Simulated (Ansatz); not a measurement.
Breaking the Se1–F2 bond in FHOSe (SMILES O[Se]F) (multiplicity 1 held, fragments rigid). Energies count from the point at 1.771 Å.
Geometry at that point (charge 0, multiplicity 1):
```xyz
4

Se     0.0859     0.0079     0.3948
F     -0.0116     1.3366    -0.7719
O     -0.2068    -1.3541    -0.7078
H     -1.1618    -1.4657    -0.8125
```

Signs of static correlation in cc-pVDZ, with CASSCF(6,4), from Ansatz (a first-principles code) runs.

```csv
R (Å),T1 of restricted CCSD,⟨S²⟩ of UHF,largest double amplitude of restricted CCSD,weight of the CASSCF reference in MRCISD,CASSCF natural occupations
1.417,0.012,0.000,0.054,0.901,2.00 2.00 1.99 0.01
1.594,0.014,0.000,0.054,0.899,2.00 2.00 1.98 0.02
1.771,0.016,0.000,0.051,0.897,2.00 2.00 1.96 0.04
1.948,0.018,0.000,0.074,0.896,2.00 2.00 1.93 0.07
2.125,0.022,0.399,…,0.896,2.00 2.00 1.88 0.12
2.391,0.030,0.809,…,0.897,2.00 2.00 1.75 0.25
2.656,0.044,0.933,0.253,0.899,2.00 2.00 1.57 0.44
3.099,0.073,0.994,0.515,0.899,2.00 2.00 1.30 0.70
3.542,0.097,1.011,0.731,0.899,2.00 2.00 1.14 0.86
4.073,0.112,1.011,0.901,0.899,2.00 2.00 1.03 0.97
4.781,0.117,1.011,0.993,0.899,2.00 2.00 1.00 1.00
5.667,0.113,1.011,1.007,0.899,2.00 2.00 1.00 1.00
```

Problem. Complete the blanks.

Solution. 
- 2.125, largest double amplitude of restricted CCSD: 0.126
- 2.391, largest double amplitude of restricted CCSD: 0.209

Doubts at one or more of the structures used: active orbitals that take no part (SC-NEVPT2 on CASSCF(6,4)/cc-pVDZ); a restricted determinant that unrestricted orbitals would lower (R-CCSD(T)/cc-pVDZ); other coupled-cluster roots lie near (R-CCSD(T)/cc-pVDZ); T1 above 0.05 (R-CCSD(T)/cc-pVDZ, U-CCSD(T)/cc-pVDZ); a spin-contaminated determinant (U-CCSD(T)/cc-pVDZ).
